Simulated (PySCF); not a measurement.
SMILES OB(O)[SiH2][GeH3] (H7BGeO2Si), GFN2-xTB optimised geometry.

```
12

O      1.02     1.66     0.00
B     -0.33     1.66     0.00
O     -0.96     2.87     0.00
Si    -1.01    -0.19     0.00
Ge     1.01    -1.38     0.02
H      1.46     2.51     0.00
H     -1.91     2.88     0.00
H     -1.84    -0.58     1.15
H     -1.83    -0.59    -1.16
H      0.93    -2.88     0.02
H      1.90    -1.10     1.20
H      1.91    -1.11    -1.15
```

Density from B3LYP/def2-TZVP (PySCF) at that geometry.

Minimum of the electron density along straight lines between bonded atoms, close to the bond critical point (lines longer than 1.1 times the sum of covalent radii, or with two minima, are not listed):

```json
[
 {"bond": "O1–B2", "length / Å": "1.351", "ρ at the minimum / e bohr⁻³": "0.214", "∇²ρ there / e bohr⁻⁵": "1.00", "position (fraction from the first atom)": "0.67"},
 {"bond": "B2–O3", "length / Å": "1.358", "ρ at the minimum / e bohr⁻³": "0.210", "∇²ρ there / e bohr⁻⁵": "0.95", "position (fraction from the first atom)": "0.33"},
 {"bond": "B2–Si4", "length / Å": "1.969", "ρ at the minimum / e bohr⁻³": "0.119", "∇²ρ there / e bohr⁻⁵": "?", "position (fraction from the first atom)": "0.61"},
 {"bond": "Si4–Ge5", "length / Å": "2.337", "ρ at the minimum / e bohr⁻³": "?", "∇²ρ there / e bohr⁻⁵": "?", "position (fraction from the first atom)": "0.41"},
 {"bond": "O1–H6", "length / Å": "0.960", "ρ at the minimum / e bohr⁻³": "0.359", "∇²ρ there / e bohr⁻⁵": "-2.46", "position (fraction from the first atom)": "0.81"},
 {"bond": "O3–H7", "length / Å": "0.954", "ρ at the minimum / e bohr⁻³": "0.365", "∇²ρ there / e bohr⁻⁵": "-2.54", "position (fraction from the first atom)": "0.81"},
 {"bond": "Si4–H8", "length / Å": "1.474", "ρ at the minimum / e bohr⁻³": "0.120", "∇²ρ there / e bohr⁻⁵": "0.18", "position (fraction from the first atom)": "0.49"},
 {"bond": "Si4–H9", "length / Å": "1.474", "ρ at the minimum / e bohr⁻³": "0.120", "∇²ρ there / e bohr⁻⁵": "0.18", "position (fraction from the first atom)": "0.49"},
 {"bond": "Ge5–H10", "length / Å": "1.509", "ρ at the minimum / e bohr⁻³": "0.137", "∇²ρ there / e bohr⁻⁵": "0.10", "position (fraction from the first atom)": "0.59"},
 {"bond": "Ge5–H11", "length / Å": "1.501", "ρ at the minimum / e bohr⁻³": "0.139", "∇²ρ there / e bohr⁻⁵": "0.10", "position (fraction from the first atom)": "0.60"},
 {"bond": "Ge5–H12", "length / Å": "1.501", "ρ at the minimum / e bohr⁻³": "0.139", "∇²ρ there / e bohr⁻⁵": "0.10", "position (fraction from the first atom)": "0.60"}
]
```

Task: Some entries are withheld; supply them.

Result: 
- B2–Si4, ∇²ρ there / e bohr⁻⁵: -0.02
- Si4–Ge5, ρ at the minimum / e bohr⁻³: 0.094
- Si4–Ge5, ∇²ρ there / e bohr⁻⁵: -0.17
